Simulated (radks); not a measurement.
Initial-state core-level shifts of neutral osmium when its valence configuration changes from [Xe] 4f14 5d6 6s2. Method: Dirac Kohn-Sham, LDA (Slater exchange, Perdew-Wang correlation), spin-unpolarised, spherical densities, finite nucleus; open shells are shared between the two j in proportion to 2j + 1; Fermi nuclear charge, rms radius 5.4126 fm; computed with a radial shooting solver on a logarithmic mesh with Libxc functionals. Shifts are changes of the shell-averaged eigenvalues in eV (positive: less bound); the change of the density at the nucleus, which sets a Mossbauer isomer shift, is in e/bohr^3, on a base of 1.668e+06.

valence                    1s       2s       2p       4d  density at nucleus
4f14 5d7 6s1           +2.306   +2.426   +2.421   +2.400              -115.7
4f13 5d6 6s2 6p1      -15.288  -16.423  -16.264  -15.547              +163.6
4f14 5d5 6s2 6p1       -4.450   -4.559   -4.553   -4.516               +42.2
4f14 5d6 6p2           -3.347   -3.273   -3.273   -3.294              -199.9
4f14 5d5 6s1 6p2       -6.051   -6.130   -6.123   -6.094               -66.9
4f14 5d6 6s1 6p1       -1.775   -1.738   -1.737   -1.748               -93.5
4f13.5 5d6.5 6s2       -5.223   -5.723   -5.648   -5.344               +58.6
4f14 5d4 6s2 6p2       -9.037   -9.288   -9.276   -9.166               +88.6
4f13.5 5d6 6s2 6p0.5   -7.506   -8.058   -7.981   -7.659               +79.8
